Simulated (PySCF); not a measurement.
CH₃Cl₃Sn, triplet, at the geometry of the source list (a higher spin typed on purpose: for a closed-shell molecule this is an excited state) (core potentials on Sn). Base run: DF-HF/def2-SV(P) in PySCF.

PySCF was given this input:
```python
from pyscf import gto, scf

mol = gto.Mole()
mol.atom = '''
    C    -1.30240000   -0.19520000    0.04370000
    Sn    0.88950000    0.13090000   -0.02900000
    Cl    1.93030000   -1.18170000   -1.64230000
    Cl    1.43730000    2.34060000   -0.52760000
    Cl    1.91810000   -0.36690000    1.99090000
    H    -1.47170000   -1.18730000    0.44430000
    H    -1.72180000    0.56790000    0.68830000
    H    -1.67940000   -0.10830000   -0.96840000
'''
mol.basis = 'def2-sv(p)'
mol.ecp = {'Sn': 'def2-sv(p)'}
mol.spin = 2
mol.verbose = 4
mol.build()

mf = scf.UHF(mol)
mf = mf.density_fit(auxbasis='def2-universal-jkfit')
mf.kernel()
mf.analyze()
```

Each row names what was changed in the base input (with any setting that the change needs).

| change | basis functions | E (Eh) | HOMO (eV) | dipole (D) |
|---|---|---|---|---|
| base | 100 | -1630.92887 | -6.05 | 6.10 |
| basis = LANL2DZ | 47 | -86.85827 | -6.31 | 3.05 |
| basis = def2-SVP | 109 | -1630.93893 | -6.04 | 6.18 |
| basis = def2-SVPD | … | … | … | … |
| basis = def2-TZVP | 210 | -1631.47541 | -6.14 | 6.16 |
| basis = def2-TZVPP | … | … | -6.14 | 6.16 |
| basis = def2-TZVPD | 258 | -1631.47785 | -6.15 | 6.08 |

Fill in the missing entries.


- basis = def2-SVPD, basis functions: 157
- basis = def2-SVPD, E (Eh): -1630.96646
- basis = def2-SVPD, HOMO (eV): -6.25
- basis = def2-SVPD, dipole (D): 6.22
- basis = def2-TZVPP, basis functions: 249
- basis = def2-TZVPP, E (Eh): -1631.47671

Totals compare only among sets that treat the same electrons; sets with core potentials leave the core out.

Open shells are given as the SCF converged; they aren't shown to be the lowest states, and a large step between rows can be another state.
